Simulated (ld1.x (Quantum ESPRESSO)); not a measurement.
Results of a calculation; reference values are marked as such.
## Hardness and transferability of assorted potentials

Generated with ld1.x 7.5 (TM, RRKJ, ultrasoft, PAW), atompaw 4.2 or ONCVPSP 4.0.1. The cutoff is in Ry: for ld1.x and atompaw files where the sum of valence levels is converged to 10 mRy in a Bessel basis, for ONCV files where the hardest occupied wave has 1 mHa per electron of residual kinetic energy. The error is the largest all-electron minus pseudo excitation energy over each file’s own four to seven test configurations (ionisations up to +4, promotions, holes and added fractions of an electron), all of which were solved. The labels leave out finer settings (local radius, basis sizes, second energies), which also bear on the numbers. Spin-polarised tests are not counted. The rows are a selection from randomly drawn settings: files with unsolved tests, undetermined cutoffs or missed reference levels are left out.

A true bound ghost makes a file unfit for plane-wave use even where its test errors are small: the radial tests pick states by their node count and pass the ghost by.

```csv
element,potential,cutoff (Ry),largest error (meV),bound ghosts
Ne,"RRKJ, BLYP, scalar-relativistic, rc 0.60/1.05 (sp), local smoothed, core correction no, reference 2s2 2p6",260,+967,none
Zn,"TM, LDA (PZ), scalar-relativistic, rc 2.05/2.85/1.10 (spd), local smoothed, core correction yes, reference 3d10 4s2 4p0",200,-196,none
Ga,"RRKJ, PBE, fully relativistic, rc 1.35/2.70/2.90 (spd), local s, core correction no, reference 4s1.75 4p1.25",40,+91,p1/2
```

Q: Fill in the row for Cd: TM, PBE, scalar-relativistic, rc 2.40/2.80/2.55 (spd), local s, core correction no, reference 5s1.5 5p0.

A: cutoff 8 Ry, largest error +215 meV, bound ghosts: d.

Q: Fill in the row for Cu: TM, PBE, scalar-relativistic, rc 0.85/0.90/1.20 (spd), local d, core correction no, reference 3s2 3p6 3d10 4s0 4p0.

A: cutoff 230 Ry, largest error -223 meV, bound ghosts: none.
